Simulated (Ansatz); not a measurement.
Input for Ansatz (a quantum-chemistry and plane-wave program): U-r2SCAN/def2-TZVPP on CH3N (SMILES C=N), 2S+1 = 1, a spin state set in the input, which need not be the lowest, at the other state's geometry.

Ansatz 0.2 input:
```yaml
crystal:
  periodic: [false, false, false]
  atoms:
    - {symbol: C, position_ang: [-0.60122380, 0.11814468, -0.21424507]}
    - {symbol: N, position_ang: [0.64856295, -0.13392264, 0.27948061]}
    - {symbol: H, position_ang: [-1.29826555, -0.71824146, -0.24357186]}
    - {symbol: H, position_ang: [-1.02814893, 1.09708749, -0.00052811]}
    - {symbol: H, position_ang: [1.39381662, -0.15025566, -0.42679388]}
basis:
  gaussian:
    orbitals: def2-TZVPP
hamiltonian:
  xc: {name: r2SCAN}
magnetization: {spin_polarized: true, initial_magnetization: 0}
```

### Question
Predict the final total energy.

### Answer
-94.5159 hartree. Its determinant has ⟨S²⟩ = 0.21, a mixture of spin states.

### Question
How many basis functions does it have, and what does it roughly cost on one machine?

### Answer
104 functions; very roughly 14 core-seconds.
